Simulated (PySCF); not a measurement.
B(H)2(OSiH3) (BH5OSi), SMILES BO[SiH3]. Geometry optimised at r2SCAN-D4/def2-TZVP.

Computed with r2SCAN-D4/def2-TZVP run with PySCF 2.14.0.

Harmonic wavenumbers (cm⁻¹): 97, 209, 287, 718, 733, 751, 953, 959, 971, 1024, 1063, 1232, 1380, 2224, 2245, 2247, 2523, 2621. Rotational constants (GHz): 42.62, 5.801, 5.431; symmetry number 1.

Task: Work out the zero-point energy and the ideal-gas rigid-rotor harmonic-oscillator thermochemistry at 298.15 K and 1 atm.

Result: ZPE = ½ Σ hcν = ½ × 22238 cm⁻¹ = 31.79 kcal/mol. H − E(el) = 35.56 kcal/mol. Entropy in cal/(mol K): translation 38.19, rotation 23.00, vibration 8.40, total 69.59. G − E(el) = 14.82 kcal/mol. Cp = 17.97 cal/(mol K). Modes under 150 cm⁻¹ make the vibrational entropy uncertain.
